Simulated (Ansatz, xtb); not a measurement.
# C4H5BO3: which of two isomers lies lower

Structure a: `O=C1C=CB(O)OC1`, a singlet. Structure b: `OB(O)c1ccoc1`, a singlet. Both are isolated molecules in the gas phase, relaxed with B3LYP/def2-SVP; the shapes shown needn't be the lowest conformers.

a (Å):

```xyz
13

C    -1.8950   -1.8301   -0.5936
C    -1.9082   -0.7209    0.3867
C    -0.7684   -0.1050    0.7620
C    -0.5512   -2.2774   -1.1784
B     0.5916   -0.5746    0.1458
O    -2.9077   -2.3992   -0.9505
O     1.7554    0.0283    0.5010
O     0.6139   -1.5972   -0.7567
H    -2.9009   -0.4550    0.7667
H    -0.8125    0.7128    1.4895
H     2.5193   -0.3556    0.0484
H    -0.6350   -2.2005   -2.2766
H    -0.4424   -3.3523   -0.9508
```

b (Å):

```yaml
atoms:
  - { symbol: C, position_ang: [-0.8119, -0.0916, 0.2937] }
  - { symbol: C, position_ang: [0.1505, 0.6619, 1.0659] }
  - { symbol: C, position_ang: [0.2029, 0.0859, 2.2990] }
  - { symbol: C, position_ang: [-1.2540, -1.0670, 1.1535] }
  - { symbol: B, position_ang: [-1.2634, 0.1288, -1.1761] }
  - { symbol: O, position_ang: [-2.2010, -0.7234, -1.7005] }
  - { symbol: O, position_ang: [-0.6997, 1.1654, -1.8725] }
  - { symbol: O, position_ang: [-0.6536, -0.9724, 2.3599] }
  - { symbol: H, position_ang: [-2.4553, -0.5542, -2.6150] }
  - { symbol: H, position_ang: [-1.0031, 1.2729, -2.7815] }
  - { symbol: H, position_ang: [0.7214, 1.5230, 0.7248] }
  - { symbol: H, position_ang: [0.7678, 0.2940, 3.2041] }
  - { symbol: H, position_ang: [-1.9755, -1.8727, 1.0395] }
```

Question: Estimate which is lower in electronic energy at CCSD(T)/def2-SVP + ΔMP2/def2-TZVPP, and by roughly how much.

Answer: The CCSD(T)/def2-SVP + ΔMP2/def2-TZVPP calculation puts structure b lower, by 5.3 kcal/mol.

How the difference moves with the method:

| level | geometry | E(b) − E(a) (kcal/mol) | departure from the last row (kcal/mol) | job, with rough time for the two |
| --- | --- | --- | --- | --- |
| GFN2-xTB | GFN2-xTB | −14.0 | −8.7 | optimisation, 0.28 s |
| HF/STO-3G | GFN2-xTB | −1.5 | +3.8 | single point, 0.34 s |
| r2SCAN-D4/def2-SVP | GFN2-xTB | −3.3 | +2.1 | single point, 3.3 s |
| B3LYP/def2-SVP | B3LYP/def2-SVP | −2.2 | +3.2 | optimisation, 26 s |
| HF/def2-SVP | B3LYP/def2-SVP | +2.8 | +8.2 | part of the CCSD(T) run |
| MP2/def2-SVP | B3LYP/def2-SVP | −6.6 | −1.3 | part of the CCSD(T) run |
| CCSD(T)/def2-SVP | B3LYP/def2-SVP | −2.2 | +3.1 | single point |
| CCSD(T)/def2-SVP + ΔMP2/def2-TZVPP | B3LYP/def2-SVP | −5.3 |  | single point, 85 s |

As drawn, b has 3 C∷C, 2 C∷O, 1 O–H in place of 1 C=O, 2 C–C, 1 C=C, 1 C–O, 1 C–H (∷ is an aromatic bond). Structure a has a 6-membered ring, b a 5-membered ring (with an aromatic ring).

HF/def2-SVP puts the two in the other order. The largest departure from CCSD(T)/def2-SVP + ΔMP2/def2-TZVPP is that of GFN2-xTB, 8.7 kcal/mol. The last row adds to CCSD(T) the change of the MP2 difference between the two basis sets, here −3.1 kcal/mol, a large step that makes the value less sure.

With thermal terms from frequencies at re-optimised GFN2-xTB minima (ideal gas, soft modes damped towards free rotors, one conformer each, 298.15 K, 1 atm): on the last row, ΔE + ΔZPE = −5.0, ΔH = −5.0, ΔG = −5.2 kcal/mol.

The correlated steps freeze 8 core orbitals. Programs: Ansatz 0.2.0, xtb 6.7.1; the last row on 4 threads of Arm Neoverse V1 on a shared host.
